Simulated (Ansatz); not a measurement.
Ligands exchanged one at a time, Ga SH-H. Isolated molecules, 0 K electronic values unless said otherwise. One relaxed conformer stands for each flexible species; it need not be the lowest. Strings in code marks are SMILES.

Quantity: vertical ionisation energy (energy after one electron is removed minus that of the parent at the parent's geometry), in eV.

Case: `[GaH3]`. Geometry of `[GaH3]` (neutral, multiplicity 1, Å):

```xyz
4

Ga     0.0000     0.0000    -0.0003
H      1.5652    -0.1129     0.0041
H     -0.8804    -1.2990    -0.0018
H     -0.6848     1.4120    -0.0020
```

Question: What vertical ionisation energy (energy after one electron is removed minus that of the parent at the parent's geometry) does frozen-core CCSD(T)/cc-pVTZ // B3LYP-D3(BJ)/def2-TZVP (Ansatz, an electronic-structure program) give?

Answer: 11.37 eV.
